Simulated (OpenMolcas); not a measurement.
# Mo4+: moving the ligands

Mo4+ with its 6 nearest chloride ions at 2.422 Å, on the Zr site of Cs2ZrCl6 (a = 10.407 Å, distance in the model lattice 2.446 Å). The rest of the host is ab initio model potentials to 7.6 Å and point charges beyond; the distance is set by hand and nothing relaxes. Ligand basis ANO-RCC-VDZP.
```
Mo    0.0000    0.0000    0.0000
Cl    2.4220    0.0000    0.0000
Cl    0.0000    2.4220    0.0000
Cl   -2.4220    0.0000    0.0000
Cl    0.0000   -2.4220    0.0000
Cl    0.0000    0.0000    2.4220
Cl    0.0000    0.0000   -2.4220
```

```
Program             : OpenMolcas
Method              : CASSCF
Basis               : ANO-RCC-VTZP [7s6p4d2f1g]
Scalar Hamiltonian  : DKH2, point nucleus
Active space        : 2 electrons in 5 orbitals (4d)
State averaging     : 2S+1 = 3 even, 10 roots; 2S+1 = 1 even, 15 roots
Spin-orbit coupling : RASSI with atomic mean-field integrals over the reference wave functions
```

Runs around this geometry, states (labels of O, the rotations of Oh). Energies in cm-1 above the lowest state or level, χT in cm3 K/mol; under a threefold ground state the first gap can be a small split of the lowest multiplet, not the spin-orbit step; 10Dq and B are least-squares fits to the states below 45000 cm-1, weighted by degeneracy, with a free offset, and given where the rms deviation is under 5 % of |10Dq| (or 100 cm-1) and under 700 cm-1.

```tsv
R (Å)	Ground state	First state of that spin	10Dq	B (rms of fit)	First gap with spin-orbit (degeneracies)	χT at 300 K	First state of another spin
2.41	3T1	3T2 23229	23729	638 (362)	23.9 (2, 3)	0.419	1T2 9248
2.422	3T1	3T2 22799	23284	640 (365)	24.7 (2, 3)	0.417	1T2 9297
2.446	3T1	3T2 21974	22427	643 (374)	26.1 (2, 3)	0.413	1T2 9391
```

Taking |10Dq| as R^-n, n = -ln(22427 / 23729) / ln(2.446 / 2.41) = 3.8 between the shortest and longest distance. The point-charge formula for a cubic d site gives n = 5.

An orbital triplet at a regular site is open to Jahn-Teller coupling, which can distort the site and quench the lowest spin-orbit gaps and is left out. Without dynamic correlation the repulsion within the d shell is too large (B by tens of per cent), so at a given field states of lower spin stand too high. With metal d orbitals alone the field can be off either way by tens of per cent. Ligand-to-metal charge-transfer states are missing. With no ligand orbital active B as a rule stays too high, so bands that hang on it stand too high and its fall with covalency is understated. The least metal-like active orbital is 71 % on the metal (Löwdin) and no ligand orbital is active, so the numbers are rough (holds for R = 2.41; R = 2.422). The least metal-like active orbital is 72 % on the metal (Löwdin) and no ligand orbital is active, so the numbers are rough (holds for R = 2.446). No measured value stands beside these numbers; the geometry was set by hand and not optimised.
